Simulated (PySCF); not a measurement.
## Electronic absorption of C2H11Ge2NSi

Species: C2H11Ge2NSi.
SMILES: `C/N=[CH]\[Ge@H]([SiH3])[GeH3]`

The calculation used TDDFT B3LYP/def2-SVPD, vertical, gas phase, core orbitals frozen in the response (PySCF 2.14.0, density-fitted response routines). Isolated species at its PBE0-D3(BJ)/def2-SVP geometry (one conformer only). The B3LYP/def2-SVPD calculation is non-relativistic and has no spin–orbit coupling, an omission that weighs most on germanium. Torsions of this conformer, `[CH3:1]/[N:2]=[CH:3]\[Ge@H:4]([SiH3:5])[GeH3:6]`: N2–C3–Ge4–Si5 69°.

Question: Predict the UV-vis stick spectrum at this level.

Answer: 

```csv
state,E (eV),E (kJ/mol),λ (nm),f,"main configurations (H = HOMO, L = LUMO)"
S1,4.04,389,307.3,0.0024,H→L (96%)
S2,5.39,520,230.1,0.0032,H→L+1 (97%)
S3,5.52,533,224.5,0.0006,"H-1→L (59%), H→L+2 (37%)"
S4,5.66,546,219.0,0.0064,H→L+3 (89%)
S5,5.94,573,208.6,0.231,"H→L+2 (52%), H-1→L (26%), H→L+5 (9%)"
S6,6.02,581,205.8,0.0021,H→L+4 (95%)
S7,6.30,608,196.8,0.045,"H-2→L (46%), H-1→L+1 (43%)"
S8,6.32,609,196.3,0.078,H→L+5 (85%)
S9,6.42,619,193.1,0.020,"H-1→L+2 (62%), H-2→L (26%), H-1→L+1 (9%)"
S10,6.57,633,188.8,0.010,H→L+6 (84%)
```

Triplets, Tamm–Dancoff:

```csv
state,E (eV),λ (nm),"main configurations (H = HOMO, L = LUMO)"
T1,3.37,367.9,H→L (93%)
T2,4.51,274.7,"H-1→L (57%), H-3→L (30%)"
T3,5.19,238.8,"H→L+1 (56%), H→L+2 (40%)"
T4,5.27,235.4,"H→L+2 (56%), H→L+1 (38%)"
```

The lowest singlet comes at 307 nm (389 kJ/mol) in the ultraviolet; it is very weak; its leading configuration is HOMO→LUMO (96%). The most intense listed level is S5 at 5.94 eV (209 nm, f = 0.231), 1.91 eV above S1. Löwdin shares by element: HOMO nitrogen 46%, carbon 24%, germanium 12% or more (atoms not listed hold the other 19%); LUMO nitrogen 27%, carbon 27% or more, germanium 20% (atoms not listed hold the other 26%). Orbital energies (eV): HOMO-3 -8.85, HOMO-2 -8.55, HOMO-1 -7.56, HOMO -6.60, LUMO -1.26, LUMO+1 -0.49, LUMO+2 -0.17. The listed states span 2.53 eV, and the widest gap between neighbours is 1.35 eV (S1 to S2). Of the 10 states listed, 5 reach f = 0.01 and none stays under 0.0005. No computed singlet lies in the visible range (380 to 750 nm); the lowest, at 307 nm, stands 0.77 eV above its violet end (3.26 eV). The vertical ionisation energy (ΔSCF) is 8.55 eV, 1.98 eV above S10. Singlets were solved by full linear response, triplets in the Tamm–Dancoff approximation.

On Arm Neoverse N1, one thread, shared host with 64 logical CPUs at a one-minute load of 61, this took 9.6 min and 1.2 GiB of memory at its peak.
